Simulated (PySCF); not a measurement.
A PySCF script (with the pyscf-properties extension) for the NMR shieldings of SMILES FC(F)[C@@H]1CS[SiH2]S1, C₃H₆F₂S₂Si, on a PBE0-D3(BJ)/def2-SVP geometry:

```python
import basis_set_exchange as bse
import numpy as np
from pyscf import gto, dft
from pyscf.prop import nmr

atoms = """
F    -2.045822    1.014606   -1.527509
C    -1.584320    0.558299   -0.350159
F    -2.626489   -0.003968    0.309832
C    -0.525802   -0.507293   -0.583891
C    -0.053691   -1.170590    0.697265
S     0.903699   -0.022811    1.756351
Si    2.051027    0.805989    0.141303
S     0.877818    0.165035   -1.551576
H    -1.210350    1.406297    0.248643
H    -0.987997   -1.269373   -1.233999
H    -0.920158   -1.487551    1.297170
H     0.552360   -2.056808    0.462955
H     2.130698    2.284494    0.317412
H     3.435302    0.268250    0.005707
"""
names = dict.fromkeys(["F", "C", "S", "Si", "H"], "pcSseg-1")
basis = {el: gto.basis.parse(bse.get_basis(n, elements=[el], fmt="nwchem")) for el, n in names.items()}
mol = gto.M(atom=atoms, basis=basis, charge=0, verbose=0)
mf = dft.RKS(mol, xc="HYB_GGA_XC_WB97X_D")
mf.grids.level = 2
mf.grids.alignment = dft.numint.BLKSIZE   # the property module wants whole blocks of grid points
mf.conv_tol = 1e-9
mf.kernel()

calc = nmr.RKS(mf)   # GIAO
C = mf.mo_coeff
Co = C[:, mf.mo_occ > 0]
resp = mf.gen_response(singlet=True, hermi=2)
def vind(x):   # induced exchange potential for any number of trial vectors
    d = np.einsum("pi,xij,qj->xpq", C, 2 * x.reshape(-1, C.shape[1], Co.shape[1]), Co, optimize=True)
    return np.einsum("xpq,pi,qj->xij", resp(d - d.transpose(0, 2, 1)), C, Co, optimize=True).ravel()
mo1, _ = nmr.rhf.solve_mo1(calc, with_cphf=vind)
sigma = calc.kernel(mo1)
for i, s in enumerate(sigma):   # ppm
    print("%2d %-2s %9.2f" % (i, mol.atom_pure_symbol(i), np.trace(s) / 3))
```

Q: What does it print?

A: 
```
 0 F     325.99
 1 C      66.68
 2 F     314.66
 3 C     129.27
 4 C     145.42
 5 S     664.92
 6 Si    346.58
 7 S     619.70
 8 H      26.02
 9 H      28.21
10 H      28.17
11 H      28.79
12 H      26.04
13 H      26.08
```

These numbers come from an equivalent density-fitted implementation of the same equations, which agrees with the script to about 0.01 ppm for H and up to a few tenths of a ppm for heavy atoms, so last digits may differ.

Q: Turn these shieldings into chemical shifts. Scale: $^{19}$F (σ = 187.16 ppm) against CFCl3; TMS for $^{13}$C (σ = 184.54 ppm) and $^{29}$Si (σ = 352.93 ppm) and $^{1}$H (σ = 31.38 ppm); $^{33}$S (σ = 493.71 ppm) against CS2 (reference shieldings calculated alike).

A: Averaging equivalent atoms: F 2: -127.5; F 0: -138.8; C 1: 117.9; C 3: 55.3; C 4: 39.1; S 7: -126; S 5: -171; Si 6: 6.3; H 8: 5.36; H 12: 5.34; H 13: 5.30; H 10: 3.21; H 9: 3.17; H 11: 2.59 ppm. Unscaled 19F shifts against computed CFCl3 carry errors that often reach 10 to 50 ppm.

Size and cost of the density-fitted run: 187 basis functions, 110 s wall time on 1 thread of an Intel Xeon, shared host; peak memory 0.91 GiB.
